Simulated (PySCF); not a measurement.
**Two-component Hartree-Fock for Ti⁺ (titanium, charge +1)**

Start: [Ar] 3d2 4s1; 3d3/2 filled at m_j = +1/2, +3/2; 4s1/2 filled at m_j = -1/2. Calculated with PySCF 2.14 in x2c-TZVPall-2c with one added diffuse shell each of s, p, d type (7s8p5d1f, 63 functions): generalised Hartree-Fock with the X2C-1e Hamiltonian and a Gaussian nucleus; one run each with spin-orbit coupling (SO) switched off, then screened by Boettger's factors.

```
spinor shell  electrons  ε, spin-free (eV)  ε, screened SO (eV)  weight of nominal j (screened SO)  rms radius, screened SO (bohr)
       1s1/2          2            -5025.1              -5025.0                              1.000                          0.0804
       2s1/2          2            -596.32              -596.30                              1.000                           0.350
       2p1/2          2            -492.04              -496.26                              0.992                           0.319
       2p3/2          4            -492.04              -489.93                              0.996                           0.321
       3s1/2          2            -86.204              -86.193                              1.000                            1.08
       3p1/2          2            -56.102              -57.558                              0.654                            1.18
       3p3/2          4            -56.102              -55.365                              0.827                            1.18
       3d3/2          2            -19.065              -19.075                              0.714                            1.64
       4s1/2          1            -13.040              -13.038                              1.000                            3.49
```

```json
{"quantity": "E (hartree)", "spin-free": "-852.52574", "screened SO": "-852.53304"}
{"quantity": "M_J", "spin-free": "3/2", "screened SO": "3/2"}
{"quantity": "⟨J²⟩", "spin-free": "6.754", "screened SO": "6.655"}
{"quantity": "⟨L²⟩", "spin-free": "12.004", "screened SO": "12.003"}
{"quantity": "⟨S²⟩", "spin-free": "3.750", "screened SO": "3.750"}
```

The determinant has a definite M_J but mixes levels of different J.

Each row is a mean over spinors that exchange with the open shell spreads, by up to 7.473 eV (3p1/2).

Rows whose weight is well below 1 are mixtures of j = l ± 1/2: exchange outweighs spin-orbit coupling there, and the label is only the starting occupation.

Without spin-orbit coupling the j labels of p, d and f shells carry no meaning; the spin-free column gives the mean over the occupied spinors of each nl shell, and its ⟨J²⟩ belongs to a mixture of degenerate components.
